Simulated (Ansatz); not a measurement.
Species: CH5BNO2, net charge 0, doublet state. It need not be the lowest isomer of its formula. 
Structure (B3LYP-D3(BJ)/def2-TZVP (Ansatz, an electronic-structure program) minimum search):
SMILES: CNB([O])O
```xyz
10

C     -1.8999     0.0266    -0.2550
N     -0.6429    -0.6736    -0.1045
B      0.6438    -0.0242     0.0741
O      1.3768    -0.5879     1.0316
O      0.9176     1.1041    -0.6638
H     -2.4471     0.1034     0.6907
H     -1.7087     1.0273    -0.6355
H     -2.5388    -0.5025    -0.9683
H     -0.7121    -1.6167     0.2501
H      1.7324     1.5348    -0.3875
```
Charge 0, spin multiplicity 2.

Wanted: atomisation energy (electronic, to ground-state atoms), in kJ/mol. Valence correlation only, unless marked. UHF or UKS for open shells. Spin-orbit coupling is left out. No relativistic terms. The coupled-cluster limit lacks core correlation, which all-electron functionals hold. CBS(X,Y): correlation extrapolated as X^-3; Hartree-Fock from the larger set.

| level | program | atomisation energy (kJ/mol) |
|---|---|---|
| SVWN5/def2-TZVPD | Ansatz | ___ |
| PBE/def2-TZVPD | Ansatz | ___ |
| revPBE-D4/def2-TZVPD | Ansatz + dftd4 | 4017.3 |
| revPBE/def2-TZVPD | Ansatz | 3963.5 |
| r2SCAN/def2-TZVPD | Ansatz | 4024.8 |
| r2SCAN-D4/def2-TZVPD | Ansatz + dftd4 | 4028.6 |
| B97M-V/def2-TZVPD | Ansatz | 4010.7 |
| BHLYP-D4/def2-TZVPD | Ansatz + dftd4 | 3851.0 |
| LC-wPBE-D3(BJ)/def2-TZVPD | Ansatz + dftd3 | 4000.5 |
| RPA@PBE/cc-pVQZ | Ansatz | 3782.5 |
| SCS-MP2/6-31G | Ansatz | 3300.3 |
| CCSD/STO-3G | Ansatz | 3637.5 |
| CCSD/cc-pVDZ | Ansatz | 3593.4 |
| CCSD(T) with core electrons/cc-pwCVTZ | Ansatz | ___ |
| CCSD(T)/CBS(cc-pVTZ,cc-pVQZ) | Ansatz | ___ |

### Question
What belongs in the gaps?

### Answer

- SVWN5/def2-TZVPD, atomisation energy (kJ/mol): 4671.9
- PBE/def2-TZVPD, atomisation energy (kJ/mol): 4124.3
- CCSD(T) with core electrons/cc-pwCVTZ, atomisation energy (kJ/mol): 3886.1
- CCSD(T)/CBS(cc-pVTZ,cc-pVQZ), atomisation energy (kJ/mol): 3973.3
